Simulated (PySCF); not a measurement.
HOSr, SMILES [OH][Sr], multiplicity 2.

Geometry: B3LYP-D3(BJ)/def2-TZVPD. The def2 effective core potentials stand for the cores of Sr; spin–orbit coupling is left out.

The numbers are results of B3LYP-D3(BJ)/def2-TZVPD (PySCF 2.14.0), not measurements.

Frequencies are harmonic and unscaled.

Modes within 1.5 cm⁻¹ of each other (mostly degenerate sets) share a row, with their intensities summed.

Computed vibrational spectrum:
| mode | ν (cm⁻¹) | IR (km/mol) | moving atoms (share of kinetic energy) |
|---|---|---|---|
| 1–2 | 309 | 148.2 | H 88 %, O 12 % |
| 3 | 524 | 93.7 | O 79 %, Sr 16 % |
| 4 | 3914 | 46.3 | H 94 % |
